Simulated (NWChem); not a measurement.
**Correlation energy of Al2**

```
Al
Al 1 2.4822
```
Charge 0, spin multiplicity 3.

All runs are NWChem calculations. The geometry was optimised at UPBE0/def2-SVP, a minimum by its harmonic frequencies.

Basis set: def2-SVP. Each correlation energy counts from its own Hartree-Fock reference.

The correlated methods keep 10 core orbitals frozen. This spin state was chosen for the runs; another may lie lower. The structure started from a generated list of species. The unpaired electrons of the parent sit in orbitals of symmetry b2u and b3u (D2h labels of the run); other states weren't searched. The stability of the SCF solutions was not checked. Open-shell Hartree-Fock references start from PBE0 orbitals. No row is a measurement; the coupled-cluster row has its own basis-set and correlation limits.

Problem. One of these methods gave a correlation energy of -123.7 mHa. Which?
(A) UMP2
(B) CCSD on ROHF
(C) CCSD[T] on UHF
(D) CCSD[T] on ROHF

Solution. D, CCSD[T] on ROHF. The others give -115.5 (CCSD on ROHF), -86.6 (UMP2), -119.5 (CCSD[T] on UHF).
